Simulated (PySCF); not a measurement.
**Spinor energies of W(3+) (tungsten, charge +3)**

Start: [Xe] 4f14 5d2 6p1; 5d5/2 filled at m_j = +3/2, +5/2; 6p3/2 filled at m_j = +3/2. Calculated with PySCF 2.14 in x2c-SVPall-2c with one added diffuse shell each of s, d type (8s9p10d2f, 99 functions): generalised Hartree-Fock with the X2C-1e Hamiltonian and a Gaussian nucleus; one run each with spin-orbit coupling (SO) switched off, then screened by Boettger's factors. This is a chosen level, not necessarily the ground level.

```json
{"spinor shell": "1s1/2", "electrons": "2", "ε, spin-free (eV)": "-69936.1", "ε, screened SO (eV)": "-69914.8", "weight of nominal j (screened SO)": "1.000", "rms radius, screened SO (bohr)": "0.0208"}
{"spinor shell": "2s1/2", "electrons": "2", "ε, spin-free (eV)": "-12245.5", "ε, screened SO (eV)": "-12238.9", "weight of nominal j (screened SO)": "1.000", "rms radius, screened SO (bohr)": "0.0838"}
{"spinor shell": "2p1/2", "electrons": "2", "ε, spin-free (eV)": "-10718.5", "ε, screened SO (eV)": "-11685.4", "weight of nominal j (screened SO)": "1.000", "rms radius, screened SO (bohr)": "0.0713"}
{"spinor shell": "2p3/2", "electrons": "4", "ε, spin-free (eV)": "-10718.5", "ε, screened SO (eV)": "-10326.3", "weight of nominal j (screened SO)": "1.000", "rms radius, screened SO (bohr)": "0.0787"}
{"spinor shell": "3s1/2", "electrons": "2", "ε, spin-free (eV)": "-2912.8", "ε, screened SO (eV)": "-2910.7", "weight of nominal j (screened SO)": "1.000", "rms radius, screened SO (bohr)": "0.214"}
{"spinor shell": "3p1/2", "electrons": "2", "ε, spin-free (eV)": "-2452.8", "ε, screened SO (eV)": "-2664.4", "weight of nominal j (screened SO)": "1.000", "rms radius, screened SO (bohr)": "0.206"}
{"spinor shell": "3p3/2", "electrons": "4", "ε, spin-free (eV)": "-2452.8", "ε, screened SO (eV)": "-2365.4", "weight of nominal j (screened SO)": "1.000", "rms radius, screened SO (bohr)": "0.221"}
{"spinor shell": "3d3/2", "electrons": "4", "ε, spin-free (eV)": "-1917.4", "ε, screened SO (eV)": "-1954.9", "weight of nominal j (screened SO)": "1.000", "rms radius, screened SO (bohr)": "0.195"}
{"spinor shell": "3d5/2", "electrons": "6", "ε, spin-free (eV)": "-1917.4", "ε, screened SO (eV)": "-1890.6", "weight of nominal j (screened SO)": "1.000", "rms radius, screened SO (bohr)": "0.199"}
{"spinor shell": "4s1/2", "electrons": "2", "ε, spin-free (eV)": "-664.30", "ε, screened SO (eV)": "-663.73", "weight of nominal j (screened SO)": "1.000", "rms radius, screened SO (bohr)": "0.478"}
{"spinor shell": "4p1/2", "electrons": "2", "ε, spin-free (eV)": "-510.65", "ε, screened SO (eV)": "-560.12", "weight of nominal j (screened SO)": "1.000", "rms radius, screened SO (bohr)": "0.487"}
{"spinor shell": "4p3/2", "electrons": "4", "ε, spin-free (eV)": "-510.65", "ε, screened SO (eV)": "-490.23", "weight of nominal j (screened SO)": "1.000", "rms radius, screened SO (bohr)": "0.519"}
{"spinor shell": "4d3/2", "electrons": "4", "ε, spin-free (eV)": "-311.89", "ε, screened SO (eV)": "-319.52", "weight of nominal j (screened SO)": "1.000", "rms radius, screened SO (bohr)": "0.544"}
{"spinor shell": "4d5/2", "electrons": "6", "ε, spin-free (eV)": "-311.89", "ε, screened SO (eV)": "-306.44", "weight of nominal j (screened SO)": "1.000", "rms radius, screened SO (bohr)": "0.556"}
{"spinor shell": "5s1/2", "electrons": "2", "ε, spin-free (eV)": "-131.15", "ε, screened SO (eV)": "-131.13", "weight of nominal j (screened SO)": "1.000", "rms radius, screened SO (bohr)": "1.14"}
{"spinor shell": "5p1/2", "electrons": "2", "ε, spin-free (eV)": "-88.968", "ε, screened SO (eV)": "-95.709", "weight of nominal j (screened SO)": "0.982", "rms radius, screened SO (bohr)": "1.31"}
{"spinor shell": "5p3/2", "electrons": "4", "ε, spin-free (eV)": "-88.968", "ε, screened SO (eV)": "-86.296", "weight of nominal j (screened SO)": "0.895", "rms radius, screened SO (bohr)": "1.30"}
{"spinor shell": "4f5/2", "electrons": "6", "ε, spin-free (eV)": "-88.934", "ε, screened SO (eV)": "-89.912", "weight of nominal j (screened SO)": "0.928", "rms radius, screened SO (bohr)": "0.722"}
{"spinor shell": "4f7/2", "electrons": "8", "ε, spin-free (eV)": "-88.934", "ε, screened SO (eV)": "-87.836", "weight of nominal j (screened SO)": "0.989", "rms radius, screened SO (bohr)": "0.666"}
{"spinor shell": "5d5/2", "electrons": "2", "ε, spin-free (eV)": "-44.402", "ε, screened SO (eV)": "-44.058", "weight of nominal j (screened SO)": "0.787", "rms radius, screened SO (bohr)": "1.83"}
{"spinor shell": "6p3/2", "electrons": "1", "ε, spin-free (eV)": "-22.315", "ε, screened SO (eV)": "-22.205", "weight of nominal j (screened SO)": "1.000", "rms radius, screened SO (bohr)": "4.64"}
```

| quantity | spin-free | screened SO |
| --- | --- | --- |
| E (hartree) | -16127.56255 | -16146.43999 |
| M_J | 11/2 | 11/2 |
| ⟨J²⟩ | 35.755 | 35.755 |
| ⟨L²⟩ | 20.004 | 20.704 |
| ⟨S²⟩ | 3.751 | 3.668 |

Each row is a mean over spinors that exchange with the open shell spreads, by up to 6.504 eV (5p3/2).

Rows whose weight is well below 1 are mixtures of j = l ± 1/2: exchange outweighs spin-orbit coupling there, and the label is only the starting occupation.

Breit and QED terms are absent; they matter most for the inner s and p1/2 levels.

Densities and radii are taken from the X2C orbitals without a picture-change correction, which distorts them close to the nucleus.

Without spin-orbit coupling the j labels of p, d and f shells carry no meaning; the spin-free column gives the mean over the occupied spinors of each nl shell.
